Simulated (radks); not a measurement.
Question: Radial electron density D(r) = 4 pi r^2 rho(r) of an atom or ion with 1 electrons. All-electron calculation, Dirac Kohn-Sham, BLYP, spin-unpolarised, spherical densities, finite nucleus; Fermi nuclear charge, rms radius of each element as measured or else 0.836 A^(1/3) + 0.57 fm. Program: a radial shooting solver on a logarithmic mesh with Libxc functionals.

```
   r/bohr * D(r) (the largest magnitude, 2.11, reaches the edge; | marks zero)
  0.01353 |*
  0.01575 |*
  0.01833 | *
  0.02134 |  *
  0.02484 |  *
  0.02892 |   *
  0.03367 |     *
   0.0392 |      *
  0.04563 |        *
  0.05312 |           *
  0.06185 |              *
    0.072 |                  *
  0.08382 |                      *
  0.09758 |                           *
   0.1136 |                                 *
   0.1322 |                                       *
    0.154 |                                            *
   0.1792 |                                                 *
   0.2086 |                                                    *
   0.2429 |                                                      *
   0.2828 |                                                     *
   0.3292 |                                                  *
   0.3832 |                                            *
   0.4461 |                                    *
   0.5194 |                           *
   0.6046 |                   *
   0.7039 |           *
   0.8195 |      *
    0.954 |  *
    1.111 |*
    1.293 *
    1.505 *
```

What is the nuclear charge?

Answer: Z = 4. The innermost maximum, from 1s, lies near gamma/Z bohr with gamma = sqrt(1 - (Z/c)^2) = 1.000, here 0.25 bohr (found: 0.251), and its height grows with Z. The density is that of the beryllium ion Be3+ in 1s1; the configuration itself is not fixed sharply by these data. D(r) has 1 maximum, at r = 0.251 bohr.
